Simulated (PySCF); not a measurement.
UHF on Ne²⁺ (neon, charge +2)

Configuration: [He] 2s2 2p4, high-spin 3P determinant. All numbers are calculated (PySCF 2.14, the non-relativistic Hamiltonian (point nucleus), in pcseg-2 (4s3p2d1f, 30 functions)).

| Property | Result |
| --- | --- |
| Total energy | -126.365666 hartree |
| One-electron energy | -166.5652 hartree |
| Hartree (Coulomb) energy | 51.3054 hartree |
| Exchange energy | -11.1059 hartree |
| Kinetic energy | 126.44759 hartree |
| ⟨S²⟩ | 2.0034 |
| ⟨L²⟩ | 2.007 |
| Sum of ⟨r⟩ | 5.198 bohr |
| Sum of ⟨r²⟩ | 4.976 bohr² |
| Traceless quadrupole moment −½Σ⟨3z² − r²⟩ along its main axis | -0.345 e·bohr² |
| Density at the nucleus (Gaussians lack the cusp) | 603 bohr⁻³ |
| Spin density at the nucleus | 0.598 bohr⁻³ |
| Langevin diamagnetic susceptibility | -3.94 ×10⁻⁶ cm³/mol |
| Time after the integrals | 0.06 s of wall time on 1 thread of Neoverse-V2 (shared host) |

```tsv
shell	electrons	mean orbital energy (hartree)	spread (hartree)	rms radius, mean of both spins (bohr)
1s α	1	-34.69705	0	0.183
1s β	1	-34.55495	0	0.183
2s α	1	-3.64490	0	0.907
2s β	1	-3.17897	0	0.907
2p α	3	-2.57725	0.14183	0.903
2p β	1	-2.35849	0	0.903
```
